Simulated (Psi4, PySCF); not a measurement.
C3H3 (SMILES [C-]#CC), charge -1, singlet, geometry from GFN2-xTB (in this run its highest filled SCF level lies above zero, so its values depend strongly on the basis, on diffuse functions most of all), atoms displaced at random by about 0.08 Å a coordinate. Base run: PBE0/6-31G, gradient (PySCF).

Here is a job for PySCF.
```python
from pyscf import gto, scf, dft

mol = gto.M(
    atom='''
C     0.00595938    0.18139381    0.42210769
C    -0.03563532   -0.04922912    1.60222313
C     0.02408584    0.07825327   -1.06012148
H     0.11730438    0.97697931   -1.65989133
H     0.99310600   -0.43651421   -1.46699576
H    -0.96962412   -0.46101764   -1.60892064
''',
    basis='6-31g',
    charge=-1,
    verbose=4,
)

mf = dft.RKS(mol)
mf.xc = 'pbe0'
mf.kernel()
g = mf.nuc_grad_method()
grad = g.kernel()
```

Programs used: Psi4, PySCF; a row that names a program was run with it.

The coordinate followed is y of atom 1.

Variants of this job, named by their change:

```json
[
 {"change": "base", "dE/dx (Eh/bohr)": "-0.007862", "net force (Eh/bohr)": "0.000004"},
 {"change": "finite difference step (bohr) = 0.01; conv_tol = 1e-11", "dE/dx (Eh/bohr)": "-0.007857", "net force (Eh/bohr)": "-"},
 {"change": "finite difference step (bohr) = 0.2; conv_tol = 1e-11", "dE/dx (Eh/bohr)": "-0.006611", "net force (Eh/bohr)": "-"},
 {"change": "finite difference step (bohr) = 0.05; conv_tol = 1e-11", "dE/dx (Eh/bohr)": "-0.007781", "net force (Eh/bohr)": "-"},
 {"change": "grids.level = 5; grid_response = off", "dE/dx (Eh/bohr)": "-0.007859", "net force (Eh/bohr)": "0.000000"},
 {"change": "conv_tol = 1e-6", "dE/dx (Eh/bohr)": "-0.007862", "net force (Eh/bohr)": "0.000004"},
 {"change": "finite difference step (bohr) = 1e-5; conv_tol = 1e-11", "dE/dx (Eh/bohr)": "-0.007860", "net force (Eh/bohr)": "-"},
 {"change": "conv_tol = 1e-4", "dE/dx (Eh/bohr)": "-0.007772", "net force (Eh/bohr)": "0.000004"},
 {"change": "code = psi4", "dE/dx (Eh/bohr)": "-0.007862", "net force (Eh/bohr)": "0.000003"},
 {"change": "density fitting = on; auxbasis_response = off", "dE/dx (Eh/bohr)": "-0.007816", "net force (Eh/bohr)": "0.000815"},
 {"change": "density fitting = on", "dE/dx (Eh/bohr)": "-0.007863", "net force (Eh/bohr)": "0.000004"},
 {"change": "grids.level = 1; grid_response = on", "dE/dx (Eh/bohr)": "-0.007855", "net force (Eh/bohr)": "0.000000"}
]
```

The net force is zero for an exact gradient.
